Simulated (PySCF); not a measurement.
**The halides of beryllium, BeF₂ to BeI₂**

Level: B3LYP in the def2-TZVP basis family, computed in PySCF with density fitting; scalar-relativistic core potentials for atoms from Rb on, none lighter, no spin–orbit coupling; open shells unrestricted.

Each entry is the lowest minimum that a search over a few typed start shapes (and spin states, where more than one is plausible) found, or that minimum re-optimised at the stated level; isomers with ligand–ligand bonds, or fragments after loss of a ligand pair, can lie lower.

```csv
molecule,2S+1,point group,mean bond to Be (Å),highest ω (cm⁻¹),polar-tensor charge of Be,distinct angles (°),lowest ω (cm⁻¹)
BeF₂,1,D∞h,1.381,1560,1.28,180,346
BeBr₂,1,D∞h,1.958,986,0.93,180,218
BeI₂,1,D∞h,2.170,866,0.83,180,165
```

The bond lengthens at every step; the largest change, 0.577 Å, falls between BeF₂ and BeBr₂ among the members listed.

Left out of the table are members whose search was unfinished or whose lowest solution was spin-contaminated, unstable, very soft or bonded differently.
